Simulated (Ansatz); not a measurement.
Consider the formal exchange of groups at the Sn–Si bond: `N[SiH]([SiH3])[SnH3]` + `CO[SiH3]` → `CO[SiH2][SnH3]` + `N[SiH2][SiH3]`.

Program: Ansatz. Geometries: PBE0-D4/def2-TZVP. ΔE: electronic, gas phase. CBS: MP2 limit from def2 TZ/QZ plus the TZ coupled-cluster correction, frozen cores. This one scheme is used for every species. Functionals use def2-TZVPP. Elements past krypton have def2 core potentials. For Sn outer-core shells are correlated without core-valence functions, which leaves a few kJ/mol of doubt a bond. Each species was taken in one conformer, which may not be the lowest.

```tsv
level	ΔE (kJ/mol)
r2SCAN-D4	6.4
PBE0-D4	6.6
B2PLYP	6.3
PBE0	5.5
MP2/def2-TZVPP	9.6
CCSD/def2-TZVPP	6.5
SCS-MP2/def2-QZVPP	8.8
MP2/CBS(def2)	10.2
```

Q: What does CCSD(T)/CBS give? (An estimate is asked.)

A: Computed: +7.9 kJ/mol. The listed levels differ from it by -1.5, -1.3, -1.6, -2.4, 1.7, -1.4, 0.9, 2.3 kJ/mol.

Largest T1 diagnostic among the species: 0.013.
